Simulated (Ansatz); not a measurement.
Be₂S₂, relaxed as a singlet with RKS PBE-D4/def2-TZVP in Ansatz, starting from the GFN1-xTB geometry. Force threshold 0.02 eV/Å.

Another isomer (singlet) lies 3.56 eV lower at PBE0-D4/def2-TZVP; other spin states weren't run for this one.

Start:

Cartesian coordinates in Å:
```
Be 0.4510 1.1266 0.0467
Be 0.2366 -0.3534 -1.1362
S -1.2698 -0.0013 0.2345
S 0.5822 -0.7720 0.8551
```

| step | energy (eV) | largest force component (eV/Å) | SCF passes |
| --- | --- | --- | --- |
| 1 | -22462.5723 | 0.677 | 20 |
| 2 | -22462.5991 | 0.257 | 24 |
| 3 | -22462.6065 | 0.026 | 25 |
| 4 | -22462.6065 | 0.002 | 16 |
| 5 | -22462.6065 | 0.001 | 14 |
| 6 | -22462.6065 | 0.001 | 13 |
| 7 | -22462.6065 | 0.002 | 15 |
| 8 | -22462.6065 | 0.007 | 16 |
| 9 | -22462.6065 | 0.011 | 16 |
| 10 | -22462.6065 | 0.018 | 25 |
| 11 | -22462.6066 | 0.029 | 25 |
| 12 | -22462.6070 | 0.051 | 24 |
| 13 | -22462.6097 | 0.137 | 22 |
| 14 | -22462.6206 | 0.307 | 21 |
| 15 | -22462.6538 | 0.475 | 31 |
| 16 | -22462.7792 | 0.664 | 28 |
| 17 | -22462.8375 | 0.586 | 28 |
| 18 | -22462.9500 | 0.453 | 29 |
| 19 | -22462.9719 | 0.061 | 20 |
| 20 | -22462.9736 | 0.007 | 21 |

Force components are those of the run's own axes.

End:

```csv
atom,x (Å),y (Å),z (Å)
Be1,-0.1581,1.2811,-0.5139
Be2,1.0050,-0.2870,-0.9160
S3,-1.1103,0.3266,0.8811
S4,0.2634,-1.3207,0.5488
```

Bonds lost: Be1–S4, Be2–S3 (atoms count from 1).

The force fell under the threshold at step 4, but the optimiser went on and released 0.367 eV more. No frequencies were taken in this run, so the end may be a saddle point.

It took 15 s on 2 threads of Arm Neoverse V2 on a shared host.
